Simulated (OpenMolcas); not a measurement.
# OpenMolcas run: Ar²⁺

Input:

```
&GATEWAY
Coord
1

Ar 0.0 0.0 0.0
Basis=ANO-RCC-VTZP
Group=XYZ
NoMove
AngMom=0.0 0.0 0.0
AMFI
&SEWARD
&RASSCF
FileOrb=start.orb
Symmetry=1
Spin=3
nActEl=6 0 0
Inactive=2 3
Ras2=1 3
CIRoot=3 3 1
SDav=3
CIMx=300
Iter=120 100
PrWF=0.3
OrbListing=Nothing
MaxOrb=0
Atom
>>> COPY $Project.JobIph JOBPRE
&RASSCF
FileOrb=start.orb
Symmetry=1
Spin=3
nActEl=6 0 2
Inactive=2 3
Ras2=1 3
Ras3=5 0
CIRoot=3 3 1
SDav=333
CIMx=300
Iter=120 100
PrWF=0.3
OrbListing=Nothing
MaxOrb=0
Thrs=2.0e-7 1.0e-1 5.0e-4
Atom
>>> COPY $Project.JobIph JOB001
&RASSCF
FileOrb=start.orb
Symmetry=1
Spin=1
nActEl=6 0 2
Inactive=2 3
Ras2=1 3
Ras3=5 0
CIRoot=7 7 1
SDav=292
CIMx=300
Iter=120 100
PrWF=0.3
OrbListing=Nothing
MaxOrb=0
Thrs=2.0e-7 1.0e-1 5.0e-4
Atom
>>> COPY $Project.JobIph JOB002
&RASSCF
FileOrb=start.orb
Symmetry=2
Spin=3
nActEl=6 0 2
Inactive=2 3
Ras2=1 3
Ras3=5 0
CIRoot=3 3 1
SDav=378
CIMx=300
Iter=120 100
PrWF=0.3
OrbListing=Nothing
MaxOrb=0
Thrs=2.0e-7 1.0e-1 5.0e-4
Atom
>>> COPY $Project.JobIph JOB003
&RASSCF
FileOrb=start.orb
Symmetry=2
Spin=1
nActEl=6 0 2
Inactive=2 3
Ras2=1 3
Ras3=5 0
CIRoot=3 3 1
SDav=268
CIMx=300
Iter=120 100
PrWF=0.3
OrbListing=Nothing
MaxOrb=0
Thrs=2.0e-7 1.0e-1 5.0e-4
Atom
>>> COPY $Project.JobIph JOB004
&RASSI
NrOfJobIphs=4 3 7 3 3
1 2 3
1 2 3 4 5 6 7
1 2 3
1 2 3
IphNames
JOB001
JOB002
JOB003
JOB004
EJob
SpinOrbit
DIPRint=1.0
SOCoupling=1000.0
Subsets=2
MEES
Property=10
'ANGMOM' 1 'ANGMOM' 2 'ANGMOM' 3 'MLTPL  1' 1 'MLTPL  1' 2 'MLTPL  1' 3
'AMFI' 1 'AMFI' 2 'AMFI' 3 'MLTPL  2' 6
SOProperty=3
'ANGMOM' 1 'ANGMOM' 2 'ANGMOM' 3
```

A driver script runs the steps one by one and writes start.orb anew before each from the orbitals found so far.

Output, cut to the results:

```
--- SEWARD ---
Basis set label: AR.ANO-RCC...5S4P2D1F.

      Electronic valence basis set:
      ------------------
      Associated Effective Charge  18.000000 au
      Associated Actual Charge     18.000000 au
      Nuclear Model: Point charge

      Shell  nPrim  nBasis  Cartesian Spherical Contaminant
         s      17       5        X
         p      12       4        X
         d       5       2                 X
         f       4       1                 X
                  Relativistic Douglas-Kroll-Hess integrals:
                    - DKH order of Hamiltonian: 2
                    - DKH order of Properties : 0
                  Atomic mean-field integrals
--- RASSCF ---
Wave function specifications:
      -----------------------------

      Number of closed shell electrons          10
      Number of electrons in active shells       6
      Max number of holes in RAS1 space          0
      Max nr of electrons in RAS3 space          2
      Number of inactive orbitals                5
      Number of active orbitals                  9
      Number of secondary orbitals              20
      Spin quantum number                      1.0
      State symmetry                             1
Orbital specifications:
      -----------------------

      Symmetry species                           1   2
                                                ag  au
      Frozen orbitals                            0   0
      Inactive orbitals                          2   3
      Active orbitals                            6   3
      RAS1 orbitals                              0   0
      RAS2 orbitals                              1   3
      RAS3 orbitals                              5   0
      Secondary orbitals                         7  13
      Deleted orbitals                           0   0
      Number of basis functions                 15  19
      Number of CSFs                           333
      Number of root(s) required                 3
      Iter CI   SX   CI       RASSCF       Energy    max ROT     max BLB   max BLB  Level Ln srch  Step   QN
          iter iter root      energy       change     param      element    value   shift minimum  type update
 Nr of preliminary CI iterations:   1
        1   1    3    0  -527.22156096    0.00E+00   2.55E-07    3   9 1 -1.22E-06   0.00   0.00    SX    NO
        2   1    2    0  -527.22156096   -1.36E-12  -5.98E-08    1  10 2  1.57E-07   0.00   0.00    SX    NO
        3   1    1    0  -527.22156096    2.27E-13   0.00E+00    3   9 1 -5.36E-08   0.00   0.00    SX    NO
        4   1    1    0  -527.22156096   -5.68E-13   0.00E+00    3   9 1 -5.36E-08   0.00   0.00    SX    NO
      Convergence after  4 iterations
        5   1    1    0  -527.22156096    2.27E-13   0.00E+00    3   9 1 -5.36E-08   0.00   0.00    SX    NO
      Natural orbitals and occupation numbers for root  1
      sym 1:   1.973147   0.014255   0.015207   0.011234   0.014255   0.011234
      sym 2:   1.967155   0.996756   0.996756
      Natural orbitals and occupation numbers for root  2
      sym 1:   1.973147   0.015207   0.011234   0.014255   0.011234   0.014255
      sym 2:   0.996756   1.967155   0.996756
      Natural orbitals and occupation numbers for root  3
      sym 1:   1.973147   0.011234   0.015207   0.014255   0.014255   0.011234
      sym 2:   0.996756   0.996756   1.967155
::    RASSCF root number  1 Total energy:   -527.22156096
::    RASSCF root number  2 Total energy:   -527.22156096
::    RASSCF root number  3 Total energy:   -527.22156096
--- RASSCF ---
Wave function specifications:
      -----------------------------

      Number of closed shell electrons          10
      Number of electrons in active shells       6
      Max number of holes in RAS1 space          0
      Max nr of electrons in RAS3 space          2
      Number of inactive orbitals                5
      Number of active orbitals                  9
      Number of secondary orbitals              20
      Spin quantum number                      0.0
      State symmetry                             1
Orbital specifications:
      -----------------------

      Symmetry species                           1   2
                                                ag  au
      Frozen orbitals                            0   0
      Inactive orbitals                          2   3
      Active orbitals                            6   3
      RAS1 orbitals                              0   0
...
--- RASSI ---
SPIN-FREE ENERGIES:
  (Shifted by EMIN (a.u.) =       -527.2215609648)

 SF State       Relative EMIN(au)   Rel lowest level(eV)    D:o, cm**(-1)      L_eff

     1             0.0000000000        0.0000000000              0.0000         1.0
     2             0.0000000000        0.0000000000              0.0000         1.0
     3             0.0000000000        0.0000000000              0.0000         1.0
     4             0.0709529512        1.9307281595          15572.3728         2.0
     5             0.0709529512        1.9307281595          15572.3728         2.0
     6             0.0709529512        1.9307281595          15572.3728         2.0
     7             0.0709529512        1.9307281595          15572.3728         2.0
     8             0.0709529512        1.9307281595          15572.3728         2.0
     9             0.1572013424        4.2776664459          34501.7067         0.0
    11             0.5274538091       14.3527493252         115762.7303         1.0
    12             0.5274538091       14.3527493252         115762.7303         1.0
    13             0.5274538091       14.3527493252         115762.7303         1.0
    14             0.7050347285       19.1849723134         154737.2371         1.0
    15             0.7050347285       19.1849723134         154737.2371         1.0
    16             0.7050347285       19.1849723134         154737.2371         1.0
    10             1.2039574023       32.7613498966         264238.1070         0.0
     Dipole printing threshold changed to   1.00000000E+00

++ Dipole transition strengths (spin-free states):
   -----------------------------------------------
     for osc. strength at least  1.00000000E+00

  ( Max oscillator strength is only    2.8653232538346337E-002 )
--
Eigenvalues of complex Hamiltonian:
   -----------------------------------
  (Shifted by EMIN (a.u.) =       -527.2215609648)

...
```

Levels above the lowest, from the spin-orbit matrix, grouped by J:

```csv
Configuration,Term,J,E (cm⁻¹),Measured (cm⁻¹),Term weight %
3s² 3p⁴,³P,2,0.0,0.0,100
3s² 3p⁴,³P,1,995,1112,100
3s² 3p⁴,³P,0,1424,1570,100
3s² 3p⁴,¹D,2,16113,14010,100
3s² 3p⁴,¹S,0,35067,33266,100
3s 3p⁵,³P°,2,115818,113801,100
3s 3p⁵,³P°,1,116722,114797,100
3s 3p⁵,³P°,0,117188,115328,100
```

Against the 7 measured excited levels shown (Saloman, J. Phys. Chem. Ref. Data 39, 033101 (2010)) the mean absolute deviation is 1400 cm-1; the largest miss in energy is 3s² 3p⁴ ¹D₂: computed 16113, measured 14010 cm⁻¹ (+15.0 %).

Active for correlation alone: 3d; no level in the range computed is led by a configuration that fills it, so any true level of that kind is missing. Some terms mix strongly with configurations of 3d, whose occupation reaches 0.24 (3s 3p⁵ ³P°). Computed and measured levels are paired by configuration, term and J; levels that our copy of the source lacks, or whose pairing is in doubt (as where it misses far off the trend of its configuration), stay unpaired and out of the deviations. Only configurations of the active space appear. The first state left out of the spin-orbit step lies near 180000 cm-1 above the lowest spin-free state of the reference (among the parities and spins computed), and the list stops at four fifths of that energy or lower.

The term weight is that of the spin-free term in the level, not the purity of its configuration. ° marks odd parity.
